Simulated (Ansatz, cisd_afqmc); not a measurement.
System: SnHCl, charge 0, singlet. SnHCl (SMILES [Cl][SnH]).
B3LYP-D3(BJ)/def2-TZVP minimum from Ansatz (a program for electronic structure):
```
Sn
H 1 1.7866
Cl 1 2.3960 2 93.43
```

Total energies in def2-SVP, 12 correlated electrons, 14 frozen orbitals. Radicals and triplets start from unrestricted determinants; spin-orbit coupling is neglected. Correlated methods leave the cores frozen (noble-gas shells, and filled d and f shells in the p block). Past Kr the def2 sets carry scalar-relativistic core potentials. The Monte Carlo rows (phaseless AFQMC, CISD trial, step 0.005/hartree) carry one-sigma bars that omit the constraint's bias. Outlying blocks are dropped, and bars are widened where a walk drifts. Over all cases where full CI ran beside it in this data, AFQMC minus full CI had a median of +0.1 mEh and passed +0.4 mEh in a tenth of the cases. Spin-orbit terms, left out, reach several kcal/mol for Br and I, and more for heavier atoms.

| method | program | energy (Eh) | minus CCSDTQ (mEh) |
|---|---|---|---|
| HF | Ansatz | -673.31671 | 232.39 |
| MP2 | Ansatz | -673.51426 | 34.85 |
| CCSD | Ansatz | -673.54283 | 6.27 |
| CCSD(T) | Ansatz | -673.54795 | 1.15 |
| CCSDT(Q) | Ansatz | -673.54912 | -0.02 |
| CCSDTQ | Ansatz | -673.54910 | 0.00 |
| AFQMC/CISD | cisd_afqmc | -673.5490 ± 0.0003 | 0.1 ± 0.3 |

Rough core times of Ansatz's runs on a shared machine: CCSD(T) under 20 s, CCSDT(Q) under 20 s, CCSDTQ 8 min.
